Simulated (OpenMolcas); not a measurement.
**Pr⁴⁺: effect of the basis set**

```yaml
Program: OpenMolcas 26.06
Method: RASSCF
Active_space: 1 electron in 12 orbitals (RAS2 4f; RAS3 5d, at most 1 electron)
State_averaging: 2S+1 = 2 odd, 7 roots; 2S+1 = 2 even, 5 roots
Spin-orbit_coupling: state interaction with AMFI integrals over the reference wave functions, term energies averaged over their components
```

A. ANO-RCC-VDZP [7s6p4d2f1g], DKH2, point nucleus; cost roughly 4 core-seconds
B. ANO-R2 [8s6p3d3f1g], X2C, finite nucleus; cost of the order of 2.4 core-seconds
C. ANO-RCC-VTZP [8s7p5d3f2g1h], DKH2, point nucleus; cost roughly 10 core-seconds

Energies in cm-1 above 4f 2F* 5/2, the measured ground level; measured values from Martin, Zalubas and Hagan, Atomic Energy Levels: The Rare-Earth Elements, NSRDS-NBS 60 (1978).

| Level | A | B | C | Measured |
| --- | --- | --- | --- | --- |
| 4f 2F* 5/2 | 0.0 | 0.0 | 0.0 | 0.0 |
| 4f 2F* 7/2 | 3145 | 3217 | 3184 | 3027 |
| 5d 2D 3/2 | 120075 | 126965 | 114211 | 115052 |
| 5d 2D 5/2 | 123365 | 129307 | 117329 | 118514 |

Deviations, from unrounded energies. A percentage is the sum of absolute deviations over the sum of measured energies, with the sign that they share, or ± where signs differ.

```csv
Against measurement,Levels,A,B,C
mean absolute deviation (cm-1),3,3300,7600,730
fine structure of the ground term (%),1,+3.9,+6.3,+5.2
other configurations (%),2,+4.2,+9.7,-0.9
```

C lies closest to measurement on these levels and B furthest from it. The largest miss of C in the table is 5d 2D 5/2, by -1200 cm-1. The ranking rests on the paired levels alone, and a cruder setting can come out closer through cancelling errors.

Among A to C the level of the table that moves most is 5d 2D 3/2, by 13000 cm-1 (lowest in C, highest in B).

With one active electron the reference holds no correlation, so core polarisation is missing. The basis is small and was not contracted for so high a charge (holds for A). Measured partners are found by configuration, term and J. A level has none where our copy of the source lacks it or the pairing is in doubt (some pairs that miss far off the trend of their configuration count as doubtful), and it then counts in no deviation. Levels of configurations outside the active space are missing.

* marks odd parity.
